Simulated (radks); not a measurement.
All-electron atom: Mn V in [Ar] 3d3 (the NIST ground configuration).

Method: Dirac Kohn-Sham, Slater X-alpha with alpha = 0.667, spin-unpolarised, spherical densities, point nucleus; open shells fill j = l - 1/2 first; computed with a radial shooting solver on a logarithmic mesh with Libxc functionals.

Energy parts (eV):
part                  energy
total             -31301.791
kinetic            31729.729
electron-nucleus  -73722.601
Hartree            11947.700
exchange           -1256.620

Orbitals (lengths in bohr, moments of r in powers of bohr):
| orbital | occ. | eigenvalue (eV) | <r> |
|---|---|---|---|
| 1s1/2 | 2 | -6469.571 | 0.06101 |
| 2s1/2 | 2 | -799.9039 | 0.2800 |
| 2p1/2 | 2 | -694.2837 | 0.2455 |
| 2p3/2 | 4 | -683.8917 | 0.2484 |
| 3s1/2 | 2 | -140.0926 | 0.8355 |
| 3p1/2 | 2 | -109.5631 | 0.8677 |
| 3p3/2 | 4 | -108.1936 | 0.8756 |
| 3d3/2 | 3 | -59.2649 | 0.9700 |
| 3d5/2 | 0 | -59.1048 | 0.9726 |

The highest occupied level is 3d3/2 at -59.265 eV. Summed over all electrons, <r^2> = 11.08 bohr^2, which gives a Langevin (diamagnetic) susceptibility term of -8.78 x 10^-6 cm^3/mol. For comparison, the ionisation energy in NIST's Atomic Spectra Database is 72.4 eV (semi-empirical). In exact Kohn-Sham theory the highest level is minus the ionisation energy, but local and semilocal functionals leave it too shallow, through self-interaction and a potential that decays too fast; potentials with the right tail come closer. The density falls to 0.001 e/bohr^3 at r = 2.54 bohr.

Beside tabulated values, note that spin-unpolarised runs miss the spin-polarisation part of the exchange energy of open shells.
